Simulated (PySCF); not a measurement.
The group X on SiH2(OH)-X is varied. All species are isolated molecules in the gas phase. One relaxed conformer stands for each flexible species; it need not be the lowest. Strings in code marks are SMILES.

Method: PBE-D3(BJ)/def2-TZVP // PBE0-D4/def2-TZVP in PySCF. All candidates: neutral, multiplicity 1. Delta-SCF ions had no search for a lower state. Excitations are Tamm–Dancoff values on a coarser integration grid. The basis has no diffuse functions, so Rydberg states are missing or too high.

```yaml
HOMO–LUMO gap: 5.55 eV
vertical ionisation energy (Delta-SCF): 10.11 eV
T1 excitation (TDA): 4.91 eV
```

**Question.** Say which member has these values.
(A) `C#C[SiH2]O`
(B) `O[SiH2]C(F)F` (H–O–Si–C torsion 51°, O–Si–C–F torsion -53°)
(C) `O[SiH2]O` (H–O–Si–O torsion -66°, O–Si–O–H torsion -66°)
(D) `OC[SiH2]O`

**Answer.** A, `C#C[SiH2]O`. The others give `OC[SiH2]O`: 5.43 eV, 9.38 eV, 5.24 eV; `O[SiH2]O` (H–O–Si–O torsion -66°, O–Si–O–H torsion -66°): 7.02 eV, 10.79 eV, 6.83 eV; `O[SiH2]C(F)F` (H–O–Si–C torsion 51°, O–Si–C–F torsion -53°): 5.86 eV, 10.19 eV, 5.67 eV…
